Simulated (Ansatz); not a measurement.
Reaction (atomization): `[CH3][Ga][Cl]`• → C• + Cl• + Ga• + 3 H•

Isolated molecules relaxed with PBE0-D4/def2-TZVP in Ansatz; ΔE leaves out vibrations. CCSD(T)/CBS adds triple-zeta CCSD(T) − MP2 to the extrapolated MP2 energy (def2 sets, frozen cores). This one scheme is used for every species, atoms too. DFT in def2-TZVPP. B3LYP here is the variant with VWN-RPA as its local correlation; programs differ in this. HSE06 is defined as in plane-wave codes. No spin–orbit coupling; open shells (•) take unrestricted orbitals. Spin–orbit coupling would lower the free atoms: a little for C, Cl; clearly for Ga. Bonds to Ga are less sure, by a few kJ/mol each and by 10 to 20 or more in all where they break to atoms, as the def2 sets lack core-valence functions. Scalar relativity is left out up to krypton.

(1) What is ΔE at CCSD(T)/CBS? (Best estimate.)

(2) What do these levels give: r2SCAN-D4, B3LYP-D4, r2SCANh-D4, HSE06-D4, ωB97M-V, PBE, B3LYP, r2SCANh, MP2/def2-SVP, CCSD(T)/def2-TZVPP, MP2/def2-QZVPP, HF/CBS(def2)? (An estimate is asked.)

Largest T1 diagnostic among the species: 0.014.

Results:

(1) Computed: +1860.9 kJ/mol.

(2) The calculation gave: r2SCAN-D4 1888.3, B3LYP-D4 1851.3, r2SCANh-D4 1879.5, HSE06-D4 1874.9, ωB97M-V 1863.6, PBE 1881.2, B3LYP 1834.3, r2SCANh 1876.9, MP2/def2-SVP 1787.5, CCSD(T)/def2-TZVPP 1827.2, MP2/def2-QZVPP 1876.5, HF/CBS(def2) 1420.6 kJ/mol.

In def2-TZVPP, CCSD(T) changes the Hartree–Fock value by +407.5 kJ/mol (the triples alone add +25.8 kJ/mol) and MP2 by +437.2 kJ/mol; breaking electron pairs costs correlation energy, which Hartree–Fock lacks. From PBE to PBE0 (25 % exact exchange), in def2-TZVPP and without D4, ΔE moves by −16.7 kJ/mol: exact exchange takes away binding that semilocal exchange gives to molecules. At CCSD(T), def2-SVP lies −96.4 kJ/mol from the extrapolated value and def2-TZVPP −33.7 kJ/mol: correlation converges slowly with the basis, and small sets miss more of it in the bonded molecule than in its fragments.

For atomizations the MP2-based limit and the directly extrapolated one differ by several kJ/mol either way, and by 10 to 25 for some Ge, Se and Sn compounds, so smaller differences from it don't rank the levels.
